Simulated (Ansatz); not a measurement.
The same atomization along the group O, S, Se, Te.

Computed with Ansatz on PBE0-D4/def2-TZVP structures; ΔE is electronic, products minus reactants. CBS: MP2 limit from def2 TZ/QZ plus the TZ coupled-cluster correction, frozen cores. This one scheme is used for every species, atoms too. DFT in def2-TZVPP. No spin–orbit coupling; open shells (•) take unrestricted orbitals. Spin–orbit coupling would lower the free atoms: a little for C, O, S; clearly for Se; strongly for Te. Elements past krypton have def2 core potentials. For Se, Te outer-core shells are correlated without core-valence functions, so the limit isn't a true one: a few kJ/mol of doubt a bond, and 10 to 20 or more in all where bonds break to atoms. Scalar relativity is left out up to krypton. One conformer a species, not always the lowest.

```
                     reaction  PBE-D4 (kJ/mol)  LDA (SPW92) (kJ/mol)  HF/CBS(def2) (kJ/mol)  ωB97X-V (kJ/mol)  CCSD(T)/CBS(def2) (kJ/mol)
    `CCOC` → 3 C• + 8 H• + O•             4667                  5226                   3405              4589                        4585
    `CCSC` → 3 C• + 8 H• + S•             4523                  5040                   3337              4459                        4450
`CC[Se]C` → 3 C• + 8 H• + Se•             4449                  4961                   3268              4383                        4386
`CC[Te]C` → 3 C• + 8 H• + Te•             4376                  4877                   3200              4308                        4325
```

Largest T1 diagnostic: 0.010, for S•.

For atomizations the MP2-based limit and the directly extrapolated one differ by several kJ/mol either way, and by 10 to 25 for some Ge, Se and Sn compounds, so smaller differences from it don't rank the levels.
